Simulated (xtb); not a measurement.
xtb input (GFN-FF):

```bash
xtb mol.xyz --gfnff --opt tight --chrg 0 --uhf 0
```
mol.xyz:
```
17

C     -0.80096384     2.26702420    -0.93365012
O     -0.21947557     1.45539128     0.07336339
Ge     0.11964378    -0.26953448    -0.20606855
O     -1.14385713    -1.28481608     0.49495508
C     -2.50695576    -0.94364012     0.28511626
O      1.53978434    -0.70307920     0.73854203
C      2.75758109     0.00159247     0.52939532
H     -0.46879870     3.29465315    -0.77701675
H     -1.89386033     2.24244903    -0.87643192
H     -0.50216840     1.96193677    -1.94352177
H      0.28840302    -0.49170690    -1.72383714
H     -2.77633484    -0.95765894    -0.77787705
H     -3.11353750    -1.68921304     0.79965121
H     -2.74395178     0.04270538     0.69511509
H      3.11873280    -0.10148027    -0.50047218
H      2.65150907     1.06505224     0.76062488
H      3.50182362    -0.43146128     1.19790631
```

End of the output:

```
         :::::::::::::::::::::::::::::::::::::::::::::::::::::
         ::                     SUMMARY                     ::
         :::::::::::::::::::::::::::::::::::::::::::::::::::::
         :: total energy              -2.186102120039 Eh    ::
         :: gradient norm              0.000204851364 Eh/a0 ::
         ::.................................................::
         :: bond energy               -2.137956564241 Eh    ::
         :: angle energy               0.016879621869 Eh    ::
         :: torsion energy            -0.003882582655 Eh    ::
         :: repulsion energy           0.104241890120 Eh    ::
         :: electrostat energy        -0.156606946767 Eh    ::
         :: dispersion energy         -0.008176181998 Eh    ::
         :: HB energy                  0.000000000000 Eh    ::
         :: XB energy                  0.000000000000 Eh    ::
         :: bonded atm energy         -0.000601356366 Eh    ::
         :: external energy            0.000000000000 Eh    ::
         :: add. restraining           0.000000000000 Eh    ::
         :: total charge              -0.000000000000 e     ::
         :::::::::::::::::::::::::::::::::::::::::::::::::::::

           -------------------------------------------------
          |                Property Printout                |
           -------------------------------------------------

molecular dipole:
                 x           y           z       tot (Debye)
Note: The following floating-point exceptions are signalling: IEEE_UNDERFLOW_FLAG IEEE_DENORMAL
normal termination of xtb
 q only:       -0.273       0.853      -1.139       3.683
           -------------------------------------------------
          |                Geometry Summary                 |
           -------------------------------------------------

      molecular mass/u    :      166.7373801
   center of mass at/Å    :        0.0420429      -0.0827604       0.1270228
  moments of inertia/u·Å² :        0.1816986E+03   0.3113887E+03   0.4600038E+03
rotational constants/cm⁻¹ :        0.9277799E-01   0.5413694E-01   0.3664672E-01

 * 16 selected distances

     #   Z          #   Z                                           value/Å
     1   6 C        2   8 O                                       1.3905965
     2   8 O        3  32 Ge                                      1.7852547 (max)
     3  32 Ge       4   8 O                                       1.7848641
     4   8 O        5   6 C                                       1.3845580
     3  32 Ge       6   8 O                                       1.7785105
     6   8 O        7   6 C                                       1.3866118
     1   6 C        8   1 H                                       1.0934925
     1   6 C        9   1 H                                       1.0915619 (min)
     1   6 C       10   1 H                                       1.0935571
     3  32 Ge      11   1 H                                       1.5280125
     5   6 C       12   1 H                                       1.0937679
     5   6 C       13   1 H                                       1.0938730
     5   6 C       14   1 H                                       1.0939724
     7   6 C       15   1 H                                       1.0947599
     7   6 C       16   1 H                                       1.0956609
     7   6 C       17   1 H                                       1.0946806

 * 4 distinct bonds (by element types)

   Z      Z             #   av. dist./Å        max./Å        min./Å
   1 H    6 C           9     1.0939251     1.0956609     1.0915619
   6 C    8 O           3     1.3872555     1.3905965     1.3845580
   1 H   32 Ge          1     1.5280125     1.5280125     1.5280125
   8 O   32 Ge          3     1.7828764     1.7852547     1.7785105

optimized geometry written to: xtbopt.xyz

           -------------------------------------------------
          | TOTAL ENERGY               -2.186102120039 Eh   |
          | GRADIENT NORM               0.000204851364 Eh/α |
           -------------------------------------------------
########################################################################
[WARNING] Runtime exception occurred
-1- gfnff_setup: Could not read topology file.
########################################################################

------------------------------------------------------------------------
------------------------------------------------------------------------
 total:
 SCF:
 ANC optimizer:
```
